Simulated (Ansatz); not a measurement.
`[Cl][Al]1[CH2][S]1` + HBr → `[Br][Al]1[CH2][S]1` + HCl at 600 K and 1 bar (ligand exchange at the Al–Cl bond).

Computed with Ansatz on PBE0-D4/def2-TZVP structures; ΔE is electronic, products minus reactants. CCSD(T)/CBS is the MP2 limit (def2-TZVPP, def2-QZVPP) plus CCSD(T) − MP2 in def2-TZVPP, frozen cores. This one scheme is used for every species. For Br outer-core shells are correlated without core-valence functions, which leaves a few kJ/mol of doubt a bond. Scalar relativity is left out up to krypton.

```
             species  CCSD(T)/CBS energy (Eh)  H − E (kJ/mol)  S (J/(mol·K))
`[Cl][Al]1[CH2][S]1`              -1138.89076           120.2          375.3
                 HBr              -2573.91920            33.5          219.1
`[Br][Al]1[CH2][S]1`              -3252.42985           120.0          387.5
                 HCl               -460.38127            35.4          207.2
```

H − E and S are ideal-gas, rigid-rotor, harmonic terms from PBE0-D4/def2-TZVP. 1 Eh = 2625.50 kJ/mol, R = 8.31446 J/(mol·K).

Q: By hand: ΔE, ΔH, ΔS and ΔG.

A: ΔE = (-3252.42985) + (-460.38127) − (-1138.89076) − (-2573.91920) = -0.00116 Eh = -3.0 kJ/mol. Δ(H − E) = 120.0 + 35.4 − 120.2 − 33.5 = 1.7, so ΔH = -1.3 kJ/mol. ΔS = 387.5 + 207.2 − 375.3 − 219.1 = 0.3 J/(mol·K). ΔG = -1.3 − 600 × (0.3)/1000 = -1.5 kJ/mol.

Q: By hand: the equilibrium constant, and the temperature at which ΔG would vanish if ΔH and ΔS stayed fixed.

A: log₁₀ K = −ΔG/(RT ln 10) = 0.1. ΔH and −TΔS have one sign here, so there is no such temperature.

The number of gas molecules stays the same, so ΔS is small and ΔH decides. The sign of ΔG lies within the doubt. A doubt of 5 kJ/mol in ΔE shifts log₁₀ K by 0.4 here. These are equilibria of isolated gas molecules and say nothing of rates. Largest T1 diagnostic: 0.012 (customary marks: 0.02 for closed shells, 0.045 for open ones).

ΔS is within the doubt of such terms, so its sign, and with it that verdict, could turn.
